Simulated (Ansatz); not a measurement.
Relaxation of Ge₂H₃ with UKS r2SCAN-D4/def2-TZVP.

```sh
$ ansatz run in.yaml --threads 2 --pin off --events-out ev --progress --plain --max-ram 4352MiB
```

```yaml
crystal:
  periodic: [false, false, false]
  atoms:
    - {symbol: Ge, position_ang: [0.263620, 0.022580, 0.546880]}
    - {symbol: Ge, position_ang: [-1.060430, -0.790920, -1.157550]}
    - {symbol: H, position_ang: [0.313740, -0.764160, 1.824650]}
    - {symbol: H, position_ang: [-0.705790, 0.372770, -2.105520]}
    - {symbol: H, position_ang: [1.188870, 1.159730, 0.891540]}
basis:
  gaussian: {orbitals: def2-TZVP}
magnetization: {spin_polarized: true, initial_magnetization: 1}
hamiltonian: {xc: r2scan, dispersion: d4}
scf: {lower_state_search: "off"}
output: {orbitals: {seedname: orbitals}}
relax: {f_tol: 0.02, max_steps: 100}
```

Run time 18 s (2 threads of Arm Neoverse V2 on a shared host).

Positions (Å) and forces (eV/Å) at steps 1, 2, 3, 4, 6 of 6:

```xyz
5
step=1 energy=-113082.9920 eV
Ge    0.264    0.023    0.547    0.224    0.155    0.264
Ge   -1.060   -0.791   -1.158   -0.778   -0.868   -0.423
H     0.314   -0.764    1.825   -0.062   -0.543    0.670
H    -0.706    0.373   -2.106    0.198    0.558   -0.393
H     1.189    1.160    0.892    0.418    0.698   -0.119
5
step=2 energy=-113083.1141 eV
Ge    0.274   -0.002    0.606    0.008    0.069   -0.085
Ge   -1.082   -0.803   -1.188   -0.166   -0.203   -0.064
H     0.302   -0.833    1.901    0.081    0.030    0.133
H    -0.688    0.410   -2.121    0.099    0.154   -0.012
H     1.195    1.228    0.803   -0.021   -0.051    0.029
5
step=3 energy=-113083.1269 eV
Ge    0.257   -0.019    0.593   -0.012   -0.053    0.052
Ge   -1.110   -0.825   -1.216    0.058    0.097   -0.016
H     0.329   -0.809    1.923    0.024    0.046   -0.016
H    -0.653    0.436   -2.084   -0.010   -0.037    0.032
H     1.178    1.216    0.784   -0.060   -0.053   -0.053
5
step=4 energy=-113083.1301 eV
Ge    0.245   -0.043    0.602    0.020   -0.003    0.049
Ge   -1.111   -0.817   -1.230    0.022    0.046   -0.020
H     0.350   -0.797    1.953   -0.017    0.029   -0.081
H    -0.638    0.454   -2.077    0.002   -0.049    0.077
H     1.155    1.203    0.752   -0.027   -0.024   -0.025
5
step=6 energy=-113083.1319 eV
Ge    0.238   -0.051    0.600    0.002    0.003   -0.001
Ge   -1.112   -0.818   -1.232    0.001    0.001    0.000
H     0.351   -0.793    1.951    0.001    0.000    0.001
H    -0.617    0.462   -2.042   -0.001   -0.001   -0.001
H     1.140    1.200    0.723   -0.002   -0.004    0.001
```

The structure comes from a short search, and lower isomers may exist.
